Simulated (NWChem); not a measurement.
System: ZrNH$_{2}$OCl; SMILES [NH]=[Zr]([OH])[Cl]

NWChem input:

```
start job
memory heap 200 mb stack 900 mb global 1100 mb
geometry units angstroms noautoz
  Zr    -0.078285     0.358467     0.142881
  N     -1.619574     1.054631    -0.482791
  H     -2.457082     1.413927    -0.933209
  Cl     0.159834    -2.022203    -0.145598
  O      1.437069     1.521675    -0.219581
  H      1.647379     2.349239    -0.659109
end
basis spherical
  * library def2-svp
end
ecp
  Zr library def2-ecp
end
dft
  xc b3lyp
  grid fine
  iterations 150
  mulliken
end
task dft gradient
```

NWChem printed, in part:

```
             Northwest Computational Chemistry Package (NWChem) 7.3.0
             --------------------------------------------------------

 C1  symmetry detected

                             Geometry "geometry" -> ""
                             -------------------------

 Output coordinates in angstroms (scale by  1.889725989 to convert to a.u.)

  No.       Tag          Charge          X              Y              Z
 ---- ---------------- ---------- -------------- -------------- --------------
    1 Zr                  40.0000    -0.04457525     0.31479194     0.19440838
    2 N                    7.0000    -1.61463349     1.03876943    -0.31789551
    3 H                    1.0000    -2.47606405     1.41341580    -0.70644039
    4 Cl                  17.0000     0.13076436    -2.06901499    -0.11256226
    5 O                    8.0000     1.46067734     1.45244811    -0.27536005
    6 H                    1.0000     1.65309565     2.27719049    -0.72818732

 Effective nuclear repulsion energy (a.u.)     394.3515619596

                                 NWChem DFT Module
                                 -----------------

 Summary of "ao basis" -> "ao basis" (spherical)
 ------------------------------------------------------------------------------
       Tag                 Description            Shells   Functions and Types
 ---------------- ------------------------------  ------  ---------------------
 Zr                         def2-svp                11       31   5s3p2d1f
 N                          def2-svp                 6       14   3s2p1d
 H                          def2-svp                 3        5   2s1p
 Cl                         def2-svp                 8       18   4s3p1d
 O                          def2-svp                 6       14   3s2p1d

            General Information
            -------------------
          SCF calculation type: DFT
          Wavefunction type:  closed shell.
          No. of atoms     :     6
          No. of electrons :    46
           Alpha electrons :    23
            Beta electrons :    23
          Charge           :     0
          Spin multiplicity:     1
          Use of symmetry is: off; symmetry adaption is: off
          Maximum number of iterations: 150
          AO basis - number of functions:    87
                     number of shells:    37
          Convergence on energy requested:  1.00D-06
          Convergence on density requested:  1.00D-05
          Convergence on gradient requested:  5.00D-04

              XC Information
              --------------
                         B3LYP Method XC Potential
                     Hartree-Fock (Exact) Exchange  0.200
                        Slater Exchange Functional  0.800 local
                    Becke 1988 Exchange Functional  0.720 non-local
              Lee-Yang-Parr Correlation Functional  0.810
                  VWN I RPA Correlation Functional  0.190 local

             Grid Information
             ----------------
          Grid used for XC integration:  fine
          Radial quadrature: Mura-Knowles
          Angular quadrature: Lebedev.
          Tag              B.-S. Rad. Rad. Pts. Rad. Cut. Ang. Pts.
          ---              ---------- --------- --------- ---------
          Zr                  1.55      141          10.0       974
          N                   0.65       70          10.0       590
          H                   0.35       60          12.0       590
          Cl                  1.00      123          12.0       770
          O                   0.60       70          11.0       590
          Grid pruning is: on
          Number of quadrature shells:   524
          Spatial weights used:  Erf1

      Superposition of Atomic Density Guess
      -------------------------------------

 Sum of atomic energies:        -642.75689735

      Non-variational initial energy
      ------------------------------

 Total energy =    -636.045662
 1-e energy   =   -1209.141757
 2-e energy   =     412.389760
 HOMO         =      -0.375878
 LUMO         =      -0.097983

     ---------------------------------------------
      Total Density - Mulliken Population Analysis
     ---------------------------------------------

    Atom       Charge   Shell Charges
 -----------   ------   -------------------------------------------------------
    1 Zr  12     9.71  -0.47  1.58  0.91  0.23  0.02  5.83  0.32  0.09  0.90  0.22  0.10
    2 N    7     8.32   1.99  1.11  0.56  2.81  1.83  0.01
    3 H    1     0.78   0.61  0.13  0.05
    4 Cl  17    17.60   2.00  1.99  1.23  0.72  5.94  2.22  3.48  0.01
    5 O    8     8.95   1.99  1.11  0.66  3.18  2.00  0.00
    6 H    1     0.64   0.52  0.06  0.06

   convergence    iter        energy       DeltaE   RMS-Dens  Diis-err
 ---------------- ----- ----------------- --------- --------- ---------
 d= 0,ls=0.0,diis     1   -638.0334743203 -7.99D+02  4.89D-02  2.22D+00
 d= 0,ls=0.0,diis     2   -633.4824411387  4.55D+00  4.25D-02  3.20D+01
 d= 0,ls=0.0,diis     3   -638.3422551792 -4.86D+00  4.42D-03  8.66D-02
 d= 0,ls=0.0,diis     4   -638.3415667473  6.88D-04  2.34D-03  8.74D-02
 d= 0,ls=0.0,diis     5   -638.3511591998 -9.59D-03  8.13D-04  1.22D-02
  Resetting Diis
 d= 0,ls=0.0,diis     6   -638.3523910822 -1.23D-03  1.85D-04  1.09D-03
 d= 0,ls=0.0,diis     7   -638.3525103435 -1.19D-04  1.90D-04  5.99D-05
 d= 0,ls=0.0,diis     8   -638.3524599499  5.04D-05  1.39D-04  4.60D-04
 d= 0,ls=0.0,diis     9   -638.3525178804 -5.79D-05  1.59D-05  4.00D-06
 d= 0,ls=0.0,diis    10   -638.3525183159 -4.36D-07  2.85D-06  6.97D-08

         Total DFT energy =     -638.352518315948
      One electron energy =    -1214.558979505089
           Coulomb energy =      466.000794304999
    Exchange-Corr. energy =      -50.500668615511
 Nuclear repulsion energy =      160.706335499653

 Numeric. integr. density =       45.999999817028

                       DFT Final Molecular Orbital Analysis
                       ------------------------------------

 Vector   21  Occ=2.000000D+00  E=-3.010447D-01
              MO Center=  1.8D-01, -1.6D+00, -1.2D-01, r^2= 2.6D+00
   Bfn.  Coefficient  Atom+Function         Bfn.  Coefficient  Atom+Function
  ----- ------------  ---------------      ----- ------------  ---------------
    61      0.565649  4 Cl px                58      0.423933  4 Cl px
    55      0.247461  4 Cl px                72     -0.160086  5 O  px
    75     -0.119705  5 O  px                63     -0.111002  4 Cl pz
     6     -0.096998  1 Zr px                 7     -0.089932  1 Zr py
    74      0.085161  5 O  pz                20     -0.081458  1 Zr d -2

 Vector   22  Occ=2.000000D+00  E=-2.635277D-01
              MO Center= -1.2D+00,  8.0D-01, -1.8D-01, r^2= 1.9D+00
   Bfn.  Coefficient  Atom+Function         Bfn.  Coefficient  Atom+Function
  ----- ------------  ---------------      ----- ------------  ---------------
    37      0.452528  2 N  pz                40     -0.332344  2 N  pz
    18     -0.284692  1 Zr d  1              17      0.174142  1 Zr d  0
    35     -0.153017  2 N  px                16     -0.137436  1 Zr d -1
     8      0.121824  1 Zr pz                38      0.115232  2 N  px
    14     -0.076774  1 Zr pz                36      0.076530  2 N  py

 Vector   23  Occ=2.000000D+00  E=-2.475076D-01
              MO Center= -1.2D+00,  6.9D-01, -2.3D-01, r^2= 2.4D+00
   Bfn.  Coefficient  Atom+Function         Bfn.  Coefficient  Atom+Function
  ----- ------------  ---------------      ----- ------------  ---------------
    36      0.453734  2 N  py                39     -0.345051  2 N  py
    35      0.215760  2 N  px                19      0.195786  1 Zr d  2
    15      0.165025  1 Zr d -2              38     -0.161477  2 N  px
    61      0.154422  4 Cl px                 7      0.148589  1 Zr py
    62      0.140477  4 Cl py                58      0.104581  4 Cl px

 Vector   24  Occ=0.000000D+00  E=-1.039275D-01
              MO Center= -8.2D-02,  4.3D-01,  9.1D-01, r^2= 3.4D+00
   Bfn.  Coefficient  Atom+Function         Bfn.  Coefficient  Atom+Function
  ----- ------------  ---------------      ----- ------------  ---------------
    17      0.546789  1 Zr d  0               4      0.406280  1 Zr s
     5      0.396832  1 Zr s                  2     -0.262123  1 Zr s
    22      0.203323  1 Zr d  0              14      0.195589  1 Zr pz
     3     -0.190026  1 Zr s                 16      0.138961  1 Zr d -1
     8     -0.137244  1 Zr pz                11      0.133093  1 Zr pz

 Vector   25  Occ=0.000000D+00  E=-4.539735D-02
              MO Center= -6.5D-02,  8.7D-02,  4.3D-01, r^2= 3.0D+00
   Bfn.  Coefficient  Atom+Function         Bfn.  Coefficient  Atom+Function
  ----- ------------  ---------------      ----- ------------  ---------------
    16      0.752534  1 Zr d -1              21      0.259545  1 Zr d -1
    63      0.251073  4 Cl pz                13      0.204211  1 Zr py
    18     -0.168613  1 Zr d  1              14     -0.161863  1 Zr pz
    60      0.139879  4 Cl pz                 7     -0.138608  1 Zr py
    62     -0.132809  4 Cl py                77     -0.130094  5 O  pz

[...]

                         DFT ENERGY GRADIENTS

    atom               coordinates                        gradient
                 x          y          z           x          y          z
   1 Zr     -0.084235   0.594871   0.367379   -0.005190   0.004819  -0.005492
   2 N      -3.051215   1.962990  -0.600735    0.009203  -0.004244   0.002642
   3 H      -4.679083   2.670969  -1.334979    0.001305  -0.000553   0.000692
   4 Cl      0.247109  -3.909871  -0.212712   -0.000438   0.003544   0.000519
   5 O       2.760280   2.744729  -0.520355   -0.003811  -0.000689   0.000108
   6 H       3.123898   4.303266  -1.376074   -0.001069  -0.002878   0.001531
```

Level: B3LYP/def2-SVP with def2 effective core potentials on Zr. All runs use the structure optimised with PBE0/def2-SVP. def2 effective core potentials on Zr; no spin-orbit coupling.
